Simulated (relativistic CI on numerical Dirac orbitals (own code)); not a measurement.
Ir2+: 5p photoemission

Computed with this model: Dirac-Coulomb-Breit CI, KLI orbitals optimised for each configuration, model QED, valence Slater integrals scaled by 0.9, multiplet model of photoemission in the sudden approximation; configurations [Xe] 4f14 5d7 → [Kr] 4d10 4f14 5s2 5p5 5d7; 80 K; Lorentzian 1.05 eV and Gaussian 0.6 eV FWHM. Energies are those of the free ion, without screening or charge transfer. The energies are binding energies and can lie tens of eV above those of solids. S is read from ⟨S²⟩ = S(S + 1).

Field parameters in Wybourne normalisation: Td as Oh with Dq negative (B⁴₀ = 21Dq, B⁴₄ = √(5/14) B⁴₀). The field is a parameter set, without covalency.

Computed curve for Td, 10Dq = -19750 cm⁻¹, scaled to 100 at the maximum (points under 2 are left out and the grid is thinned):

| Energy (eV) | Intensity |
| --- | --- |
| 69.2 | 2.0 |
| 70.0 | 2.7 |
| 70.8 | 3.9 |
| 71.6 | 6.1 |
| 72.4 | 11.6 |
| 73.2 | 31.2 |
| 74.0 | 94.1 |
| 74.8 | 64.7 |
| 75.6 | 64.6 |
| 76.4 | 62.7 |
| 77.2 | 31.1 |
| 78.0 | 23.9 |
| 78.8 | 25.5 |
| 79.6 | 25.1 |
| 80.4 | 25.3 |
| 81.2 | 20.3 |
| 82.0 | 21.5 |
| 82.8 | 23.6 |
| 83.6 | 23.8 |
| 84.4 | 19.1 |
| 85.4 | 12.9 |
| 86.2 | 10.6 |
| 87.0 | 11.1 |
| 87.8 | 7.0 |
| 88.6 | 5.1 |
| 89.4 | 5.6 |
| 90.2 | 6.4 |
| 91.0 | 12.0 |
| 91.8 | 35.0 |
| 92.6 | 48.3 |
| 93.4 | 24.5 |
| 94.2 | 21.2 |
| 95.0 | 23.3 |
| 95.8 | 25.8 |
| 96.6 | 27.8 |
| 97.4 | 19.2 |
| 98.2 | 10.2 |
| 99.0 | 5.4 |
| 99.8 | 3.3 |
| 100.6 | 2.1 |

The ground state has S = 1.47, and the centroid lies at 82.71 eV.
